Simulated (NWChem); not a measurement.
System: C₄H₄ClF; SMILES C=C(F)/C=C\Cl

Parts of the log:

```
             Northwest Computational Chemistry Package (NWChem) 7.3.0
             --------------------------------------------------------

                             Geometry "geometry" -> ""
                             -------------------------

 Output coordinates in angstroms (scale by  1.889725989 to convert to a.u.)

  No.       Tag          Charge          X              Y              Z
 ---- ---------------- ---------- -------------- -------------- --------------
    1 C                    6.0000    -0.09231000     2.64990400     0.00000000
    2 C                    6.0000     0.04973600     1.31864800     0.00000000
    3 F                    9.0000     1.27140300     0.78936100     0.00000000
    4 C                    6.0000    -1.05496100     0.37502600     0.00000000
    5 C                    6.0000    -1.04313000    -0.96674600     0.00000000
    6 Cl                  17.0000     0.33294400    -1.99138600     0.00000000
    7 H                    1.0000     0.78486400     3.29803700     0.00000000
    8 H                    1.0000    -1.08560600     3.09747900     0.00000000
    9 H                    1.0000    -2.04575100     0.83699700     0.00000000
   10 H                    1.0000    -1.98278300    -1.52353600     0.00000000

 Effective nuclear repulsion energy (a.u.)     266.3480789199

                              NWChem Property Module
                              ----------------------

  itol2e modified to match energy
  convergence criterion.

                                 NWChem DFT Module
                                 -----------------

 Summary of "ao basis" -> "ao basis" (spherical)
 ------------------------------------------------------------------------------
       Tag                 Description            Shells   Functions and Types
 ---------------- ------------------------------  ------  ---------------------
 C                           6-31g*                  6       14   3s2p1d
 F                           6-31g*                  6       14   3s2p1d
 Cl                          6-31g*                  8       18   4s3p1d
 H                           6-31g*                  2        2   2s

  itol2e modified to match energy
  convergence criterion.

            General Information
            -------------------
          SCF calculation type: DFT
          Wavefunction type:  closed shell.
          No. of atoms     :    10
          No. of electrons :    54
           Alpha electrons :    27
            Beta electrons :    27
          Charge           :     0
          Spin multiplicity:     1
          Use of symmetry is: off; symmetry adaption is: off
          Maximum number of iterations: 150
          AO basis - number of functions:    96
                     number of shells:    46
          Convergence on energy requested:  1.00D-07
          Convergence on density requested:  1.00D-05
          Convergence on gradient requested:  5.00D-04

              XC Information
              --------------
                         PBE0 Method XC Functional
                     Hartree-Fock (Exact) Exchange  0.250
          PerdewBurkeErnzerhof Exchange Functional  0.750
            Perdew 1991 LDA Correlation Functional  1.000 local
           PerdewBurkeErnz. Correlation Functional  1.000 non-local

             Grid Information
             ----------------
          Grid used for XC integration:  fine
          Radial quadrature: Mura-Knowles
          Angular quadrature: Lebedev.
          Tag              B.-S. Rad. Rad. Pts. Rad. Cut. Ang. Pts.
          ---              ---------- --------- --------- ---------
          C                   0.70       70          12.0       590
          F                   0.50       70          10.0       590
          Cl                  1.00      123          12.0       770
          H                   0.35       60          13.0       590
          Grid pruning is: on
          Number of quadrature shells:   713
          Spatial weights used:  Erf1

[...]

          -----------------------
          Electric field gradient
          -----------------------

 1 a.u. = 0.324123 10**(16) esu/cm**3  ( or statvolts/cm**2 ) = 0.97174 10**(22) v/m**2

 ------------------------------------------------------------
   Atom      X         Y         Z
 ------------------------------------------------------------
    1 C   -0.17444   5.00759   0.00000
 ------------------------------------------------------------

 Electric field gradient in molecular frame (a.u.)
         XX             YY             ZZ             XY             XZ             YZ
 ------------------------------------------------------------------------------------------
        0.068451       0.088798      -0.157249       0.003140       0.000000       0.000000

 Principal components (a.u.) and orientation
 of principal axis w.r.t. absolute frame                      Asymmetry parameter eta
 --------------------------------------------------------------------------------------
       -0.157249       0.089272       0.067977                       0.135422

       -0.000000       0.149131       0.988817
       -0.000000       0.988817      -0.149131
        1.000000       0.000000       0.000000

 ------------------------------------------------------------
   Atom      X         Y         Z
 ------------------------------------------------------------
    2 C    0.09399   2.49188   0.00000
 ------------------------------------------------------------

 Electric field gradient in molecular frame (a.u.)
         XX             YY             ZZ             XY             XZ             YZ
 ------------------------------------------------------------------------------------------
       -0.265224       0.309767      -0.044542       0.195562       0.000000       0.000000

 Principal components (a.u.) and orientation
 of principal axis w.r.t. absolute frame                      Asymmetry parameter eta
 --------------------------------------------------------------------------------------
        0.369976      -0.325433      -0.044542                       0.759214

        0.294245       0.955730       0.000000
        0.955730      -0.294245      -0.000000
        0.000000      -0.000000       1.000000

 ------------------------------------------------------------
   Atom      X         Y         Z
 ------------------------------------------------------------
    3 F    2.40260   1.49168   0.00000
 ------------------------------------------------------------

 Electric field gradient in molecular frame (a.u.)
         XX             YY             ZZ             XY             XZ             YZ
 ------------------------------------------------------------------------------------------
       -2.089751       0.933861       1.155890       1.552661       0.000000       0.000000

 Principal components (a.u.) and orientation
 of principal axis w.r.t. absolute frame                      Asymmetry parameter eta
 --------------------------------------------------------------------------------------
       -2.745043       1.589153       1.155890                       0.157835

        0.921308       0.388833      -0.000000
       -0.388833       0.921308      -0.000000
       -0.000000       0.000000       1.000000

 ------------------------------------------------------------
   Atom      X         Y         Z
 ------------------------------------------------------------
    4 C   -1.99359   0.70870   0.00000
 ------------------------------------------------------------

 Electric field gradient in molecular frame (a.u.)
         XX             YY             ZZ             XY             XZ             YZ
 ------------------------------------------------------------------------------------------
        0.063066       0.102825      -0.165891      -0.023161      -0.000000       0.000000

 Principal components (a.u.) and orientation
 of principal axis w.r.t. absolute frame                      Asymmetry parameter eta
 --------------------------------------------------------------------------------------
       -0.165891       0.113469       0.052423                       0.367988

        0.000000      -0.417552       0.908653
       -0.000000       0.908653       0.417552
        1.000000       0.000000      -0.000000

 ------------------------------------------------------------
   Atom      X         Y         Z
 ------------------------------------------------------------
    5 C   -1.97123  -1.82689   0.00000
 ------------------------------------------------------------

 Electric field gradient in molecular frame (a.u.)
         XX             YY             ZZ             XY             XZ             YZ
 ------------------------------------------------------------------------------------------
       -0.098906       0.154837      -0.055931       0.238424       0.000000      -0.000000

 Principal components (a.u.) and orientation
 of principal axis w.r.t. absolute frame                      Asymmetry parameter eta
 --------------------------------------------------------------------------------------
        0.298043      -0.242113      -0.055931                       0.624681

        0.514899       0.857251       0.000000
        0.857251      -0.514899      -0.000000
        0.000000      -0.000000       1.000000

 ------------------------------------------------------------
   Atom      X         Y         Z
 ------------------------------------------------------------
    6 Cl   0.62917  -3.76317   0.00000
 ------------------------------------------------------------

 Electric field gradient in molecular frame (a.u.)
         XX             YY             ZZ             XY             XZ             YZ
 ------------------------------------------------------------------------------------------
       -1.405974      -0.067313       1.473287       2.814447       0.000000      -0.000000

[...]
```

Level: PBE0/6-31G* (spherical d). Structure relaxed at the PBE0/def2-SVP level. NWChem prints the field gradient with the sign opposite to the second derivative of the potential.

Which NWChem input produces such a log?

One answer among several that fit: the input that was run:
```
start job
memory heap 200 mb stack 900 mb global 1100 mb
geometry units angstroms noautosym nocenter noautoz
  C     -0.092310     2.649904     0.000000
  C      0.049736     1.318648     0.000000
  F      1.271403     0.789361     0.000000
  C     -1.054961     0.375026     0.000000
  C     -1.043130    -0.966746     0.000000
  Cl     0.332944    -1.991386     0.000000
  H      0.784864     3.298037     0.000000
  H     -1.085606     3.097479     0.000000
  H     -2.045751     0.836997     0.000000
  H     -1.982783    -1.523536     0.000000
end
basis spherical
  * library 6-31g*
end
dft
  xc pbe0
  iterations 150
end
property
  efieldgrad
end
task dft property
```
